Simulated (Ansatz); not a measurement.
A set of 12 reactions (ligand exchange), with CCSD(T)/CBS values in kJ/mol:

```csv
reaction,ΔE
`O[CH2][Zn][I]` + NH₃ → `[NH2][Zn][CH2]O` + HI,146.4
`CC1=[N+](C)[In-]([Cl])([Cl])[N]1C` + H₂Se → `[Cl][In]([Cl])[SeH]` + `C/N=C(\C)NC`,11.1
`[SiH3][O][Al]([Cl])[O][SiH3]` + `CB(C)O` → `CB(C)O[SiH3]` + `[OH][Al]([Cl])[O][SiH3]`,26.8
`CC[Si](Cl)(CC)CC` + H–F → `CC[Si](F)(CC)CC` + HCl,-28.9
`O[SiH2]/C=C/[SiH3]` + `CO[SiH2]S` → `CO[SiH2]S[SiH2]O` + `C=C[SiH3]`,-86.1
`[SiH3][O][Cd][SH]` + `FCS` → `FCS[SiH3]` + `[OH][Cd][SH]`,54.5
`S[SiH2][O][GeH3]` + H₂Se → `S[SiH2][SeH]` + `[OH][GeH3]`,55.6
`C[NH][Hf]([F])([NH]C)[NH]C` + CH₃NH₂ → `C[NH][Hf]([NH]C)([NH]C)[NH]C` + H–F,121.4
`C=[CH][In]([CH3])[F]` + H–F → `C=[CH][In]([F])[F]` + CH₄,-69.7
`C[SiH2][SiH2][SiH3]` + `CC[SeH]` → `CC[Se][SiH2]C` + `[SiH3][SiH3]`,-59.5
`[SiH3]CCCl` + `CNB[SiH3]` → `CN([SiH3])B[SiH3]` + `CCCl`,-38.2
`COCBCl` + `CCNC` → `CCN(C)BCl` + `COC`,-154.0
```

Computed with Ansatz on PBE0-D4/def2-TZVP structures; ΔE is electronic, products minus reactants. CCSD(T)/CBS adds triple-zeta CCSD(T) − MP2 to the extrapolated MP2 energy (def2 sets, frozen cores). This one scheme is used for every species. Double bonds are as drawn, so ΔE can hold a change between cis and trans. DFT in def2-TZVPP. Elements past krypton have def2 core potentials. For Cd, Ge, Hf, I, In, Se, Zn outer-core shells are correlated without core-valence functions, which leaves a few kJ/mol of doubt a bond. Scalar relativity is left out up to krypton. Each species was taken in one conformer, which may not be the lowest.

(1) Give the mean, mean absolute and largest difference (level minus CCSD(T)/CBS, kJ/mol) for: PBE-D4, r2SCAN-D4, PBE0-D4, ωB97M-V, B2PLYP, r2SCAN, PBE0, MP2/def2-TZVPP, SCS-MP2/def2-TZVPP, HF/def2-QZVPP, MP2/def2-QZVPP, HF/CBS(def2), MP2/CBS(def2), CCSD/CBS(def2). (An estimate is asked.)

The largest T1 diagnostic in the set is 0.016, for `C=[CH][In]([F])[F]` (customary mark 0.02).

CCSD(T)/CBS is a level of theory with its own doubt, and the functionals carry their triple-zeta basis error, so these figures describe this set and don't rank the functionals.

## Answers

(1) Ansatz gave: 
| level | mean | mean absolute | largest |
| --- | --- | --- | --- |
| PBE-D4 | -2.2 | 8.5 | -20.1 |
| r2SCAN-D4 | -0.9 | 5.8 | 15.3 |
| PBE0-D4 | -0.3 | 6.2 | -17.0 |
| ωB97M-V | -0.3 | 4.2 | 12.3 |
| B2PLYP | -0.1 | 6.9 | 16.4 |
| r2SCAN | -0.7 | 6.8 | 19.0 |
| PBE0 | 0.5 | 8.7 | -24.9 |
| MP2/def2-TZVPP | -0.9 | 4.3 | -9.8 |
| SCS-MP2/def2-TZVPP | -0.1 | 4.3 | 11.0 |
| HF/def2-QZVPP | 4.9 | 18.0 | 30.5 |
| MP2/def2-QZVPP | -1.4 | 3.6 | -7.9 |
| HF/CBS(def2) | 4.9 | 18.0 | 30.5 |
| MP2/CBS(def2) | -1.6 | 4.1 | -9.4 |
| CCSD/CBS(def2) | 0.9 | 2.5 | 4.4 |
